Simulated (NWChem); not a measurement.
System: Si2H5OF; SMILES O([SiH2]F)[SiH3]

Input file for NWChem:

```
start job
memory heap 200 mb stack 900 mb global 1100 mb
geometry units angstroms noautosym nocenter noautoz
  Si    -0.238653     1.883289     0.008416
  O      0.267255     0.348503     0.401288
  Si     0.500031    -1.216305    -0.023004
  F     -0.929515    -1.896023    -0.367317
  H     -1.715569     1.990112     0.181447
  H      0.118814     2.192396    -1.408819
  H      0.446037     2.844241     0.916950
  H      1.084186    -1.939699     1.131005
  H      1.332328    -1.304617    -1.251145
end
basis spherical
  * library def2-svp
end
dft
  xc m05-2x
  iterations 150
end
cosmo
  do_cosmo_smd true
  solvent water
end
task dft energy
```

The geometry was optimised at PBE0/def2-SVP. Solvent: water.

Level: M05-2X/def2-SVP with SMD (1 M gas to 1 M solution), gas-phase geometry. Reactions with the solvent are ignored.

Task: What results follow from this input? (M05-2X/def2-SVP, SMD on the gas-phase geometry.) Quantities: solvation free energy (kcal/mol); cavity-dispersion-structure term (kcal/mol); dipole in solution (D).

Result: 
```yaml
solvation free energy (kcal/mol): 1.6
cavity-dispersion-structure term (kcal/mol): 3.5
dipole in solution (D): 1.58
```
